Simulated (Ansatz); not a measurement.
Input file for Ansatz (an electronic-structure program): U-r2SCAN/def2-TZVPP on C3H2 (SMILES [CH]C#C), 2S+1 = 3, a spin state set in the input, which need not be the lowest, at the other state's geometry.

Ansatz 0.2 input:
```yaml
crystal:
  periodic: [false, false, false]
  atoms:
    - {symbol: C, position_ang: [-0.00000000, -0.00000000, -1.26464557]}
    - {symbol: C, position_ang: [0.00000000, 0.00000000, 0.00000000]}
    - {symbol: C, position_ang: [0.00000000, 0.00000000, 1.26464557]}
    - {symbol: H, position_ang: [-0.00000000, -0.00000000, -2.32597906]}
    - {symbol: H, position_ang: [0.00000000, 0.00000000, 2.32597906]}
basis:
  gaussian:
    orbitals: def2-TZVPP
hamiltonian:
  xc: {name: r2SCAN}
magnetization: {spin_polarized: true, initial_magnetization: 2}
```

Problem. Predict the final total energy.

Solution. -115.3166 hartree.
